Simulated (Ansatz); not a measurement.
`C[SiH2][Al]([AlH2])[AlH2]`, 14 atoms. Total charge 0; spin multiplicity 1. All runs use 4 threads of a server CPU on a shared host. Correlated methods freeze the cores.

(1) Give the basis size and wall time and peak host memory of each of these runs in Ansatz. RKS ωB97M-V/def2-QZVPP energy; RKS PBE0-D4/def2-SVP energy; RKS ωB97M-V/def2-SVP energy; RKS B97M-V/def2-TZVPP energy; RHF-MP2/def2-QZVPP energy; RKS PBE0-D4/def2-TZVP relaxation (28 steps); RKS PBE0-D4/def2-TZVPP energy; direct RPA on PBE orbitals/def2-TZVPP energy; RKS PBE0-D4/def2-TZVP frequencies; RKS PBE0-D4/def2-QZVPP energy; RKS PBE-D4/def2-TZVPP energy and forces; RKS CAM-B3LYP-D4/def2-TZVPP energy. (Best estimate.)

Results:

(1) Ansatz gave: Other jobs shared the machine, so times are rough.

```tsv
level	job	functions	wall time	peak host memory (GiB)
RKS PBE0-D4/def2-SVP	energy	131	1.8 s	0.3
RKS PBE-D4/def2-TZVPP	energy and forces	325	4.4 s	0.54
RKS PBE0-D4/def2-TZVPP	energy	325	6.5 s	1.1
RKS CAM-B3LYP-D4/def2-TZVPP	energy	325	7.5 s	1.3
RKS ωB97M-V/def2-SVP	energy	131	9 s	0.49
direct RPA on PBE orbitals/def2-TZVPP	energy	325	11 s	0.88
RKS B97M-V/def2-TZVPP	energy	325	17 s	0.67
RKS PBE0-D4/def2-QZVPP	energy	607	22 s	2.9
RHF-MP2/def2-QZVPP	energy	607	45 s	4.7
RKS ωB97M-V/def2-QZVPP	energy	607	48 s	3.5
RKS PBE0-D4/def2-TZVP	relaxation (28 steps)	233	2.6 min	0.77
RKS PBE0-D4/def2-TZVP	frequencies	233	6.2 min	0.77
```
